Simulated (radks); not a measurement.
All-electron atom: Ce3+ in [Xe] 4f1 (the NIST ground configuration).

Calculated with a radial shooting solver on a logarithmic mesh with Libxc functionals: Dirac Kohn-Sham, BLYP, spin-unpolarised, spherical densities, finite nucleus; open shells fill j = l - 1/2 first; Fermi nuclear charge, rms radius 4.8771 fm.

Energy parts (eV):
| part | energy |
|---|---|
| total | -241206.83 |
| kinetic | 258771.76 |
| electron-nucleus | -586191.39 |
| Hartree | 91932.23 |
| exchange-correlation | -5719.43 |

Orbitals (lengths in bohr, moments of r in powers of bohr; r(90%) holds 90 % of the orbital's charge):
[
 {"orbital": "1s1/2", "occ.": "2", "eigenvalue (eV)": "-40260.03", "r(90%)": "0.0443", "<1/r>": "63.34", "<r>": "0.02457"},
 {"orbital": "2s1/2", "occ.": "2", "eigenvalue (eV)": "-6463.409", "r(90%)": "0.163", "<1/r>": "14.93", "<r>": "0.1047"},
 {"orbital": "2p1/2", "occ.": "2", "eigenvalue (eV)": "-6104.444", "r(90%)": "0.145", "<1/r>": "14.92", "<r>": "0.08794"},
 {"orbital": "2p3/2", "occ.": "4", "eigenvalue (eV)": "-5657.668", "r(90%)": "0.153", "<1/r>": "13.51", "<r>": "0.09414"},
 {"orbital": "3s1/2", "occ.": "2", "eigenvalue (eV)": "-1409.853", "r(90%)": "0.409", "<1/r>": "5.388", "<r>": "0.2783"},
 {"orbital": "3p1/2", "occ.": "2", "eigenvalue (eV)": "-1257.738", "r(90%)": "0.403", "<1/r>": "5.302", "<r>": "0.2681"},
 {"orbital": "3p3/2", "occ.": "4", "eigenvalue (eV)": "-1169.958", "r(90%)": "0.420", "<1/r>": "4.951", "<r>": "0.2803"},
 {"orbital": "3d3/2", "occ.": "4", "eigenvalue (eV)": "-903.7498", "r(90%)": "0.394", "<1/r>": "4.817", "<r>": "0.2513"},
 {"orbital": "3d5/2", "occ.": "6", "eigenvalue (eV)": "-884.8955", "r(90%)": "0.399", "<1/r>": "4.728", "<r>": "0.2552"},
 {"orbital": "4s1/2", "occ.": "2", "eigenvalue (eV)": "-303.6746", "r(90%)": "0.916", "<1/r>": "2.234", "<r>": "0.6373"},
 {"orbital": "4p1/2", "occ.": "2", "eigenvalue (eV)": "-247.1799", "r(90%)": "0.955", "<1/r>": "2.130", "<r>": "0.6561"},
 {"orbital": "4p3/2", "occ.": "4", "eigenvalue (eV)": "-228.2914", "r(90%)": "0.994", "<1/r>": "2.015", "<r>": "0.6834"},
 {"orbital": "4d3/2", "occ.": "4", "eigenvalue (eV)": "-135.5126", "r(90%)": "1.11", "<1/r>": "1.797", "<r>": "0.7387"},
 {"orbital": "4d5/2", "occ.": "6", "eigenvalue (eV)": "-132.2039", "r(90%)": "1.12", "<1/r>": "1.769", "<r>": "0.7484"},
 {"orbital": "4f5/2", "occ.": "1", "eigenvalue (eV)": "-28.6160", "r(90%)": "1.80", "<1/r>": "1.236", "<r>": "1.057"},
 {"orbital": "4f7/2", "occ.": "0", "eigenvalue (eV)": "-28.2736", "r(90%)": "1.82", "<1/r>": "1.226", "<r>": "1.067"},
 {"orbital": "5s1/2", "occ.": "2", "eigenvalue (eV)": "-63.3896", "r(90%)": "2.15", "<1/r>": "0.8858", "<r>": "1.503"},
 {"orbital": "5p1/2", "occ.": "2", "eigenvalue (eV)": "-47.6848", "r(90%)": "2.42", "<1/r>": "0.7892", "<r>": "1.669"},
 {"orbital": "5p3/2", "occ.": "4", "eigenvalue (eV)": "-44.7871", "r(90%)": "2.52", "<1/r>": "0.7502", "<r>": "1.742"},
 {"orbital": "5d3/2", "occ.": "0", "eigenvalue (eV)": "-23.7679", "r(90%)": "3.50", "<1/r>": "0.5451", "<r>": "2.353"},
 {"orbital": "5d5/2", "occ.": "0", "eigenvalue (eV)": "-23.4591", "r(90%)": "3.54", "<1/r>": "0.5376", "<r>": "2.382"},
 {"orbital": "6s1/2", "occ.": "0", "eigenvalue (eV)": "-20.9746", "r(90%)": "4.76", "<1/r>": "0.3800", "<r>": "3.386"}
]

The highest occupied level is 4f5/2 at -28.616 eV. For comparison, the ionisation energy in NIST's Atomic Spectra Database is 36.91 eV (semi-empirical). In exact Kohn-Sham theory the highest level is minus the ionisation energy, but local and semilocal functionals leave it too shallow, through self-interaction and a potential that decays too fast; potentials with the right tail come closer. The density falls to 0.001 e/bohr^3 at r = 3.48 bohr. Summed over all electrons, <r^2> = 38.47 bohr^2, which gives a Langevin (diamagnetic) susceptibility term of -30.5 x 10^-6 cm^3/mol. The electron density at the nucleus is 3.831e+05 e/bohr^3.

Beside tabulated values, note that spin-unpolarised runs miss the spin-polarisation part of the exchange energy of open shells.
